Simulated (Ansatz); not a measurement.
A structure relaxed at r2SCAN-D4/def2-SVP in Ansatz, charge 1, singlet:

```xyz
33

N    -1.047    1.634    1.356
N     2.368   -1.092   -0.611
N     0.558    1.452   -0.596
N     0.631   -0.296    1.212
N    -1.891   -0.684    0.900
N    -0.228   -0.894   -1.050
N    -1.917    1.029   -0.934
B     2.138   -0.853    0.951
B     0.461    1.218    0.970
B    -2.176    0.827    0.608
B     1.176   -1.524   -1.582
B    -0.457    0.579   -1.447
B    -0.407   -1.188    0.469
H    -1.181    2.643    1.229
H    -1.157    1.526    2.370
H     3.025   -1.876   -0.654
H     2.909   -0.328   -1.019
H     0.483    2.447   -0.830
H     1.510    1.221   -0.896
H     0.573   -0.474    2.218
H    -2.038   -0.895    1.892
H    -2.589   -1.279    0.441
H    -0.873   -1.480   -1.587
H    -2.106    1.999   -1.208
H    -2.618    0.510   -1.474
H     2.929   -0.016    1.350
H     2.217   -1.923    1.521
H     1.235    1.919    1.584
H    -3.289    1.181    0.937
H     1.390   -1.089   -2.700
H     1.056   -2.732   -1.533
H    -0.367    0.804   -2.634
H    -0.317   -2.364    0.746
```

Problem. Give its formula and point group.

Solution. B₆N₇H₂₀⁺, a cluster cut from zinc blende BN (hydrogen-capped). Point group Cs (tolerance 0.1 Å).

Problem. Summarise the bond lengths by kind (pairs closer than 1.2 times the sum of covalent radii, bridged metal pairs left out).

Solution. 16 × B–N 1.54 to 1.63 Å; 12 × H–N 1.02 to 1.03 Å; 8 × B–H 1.21 to 1.22 Å.
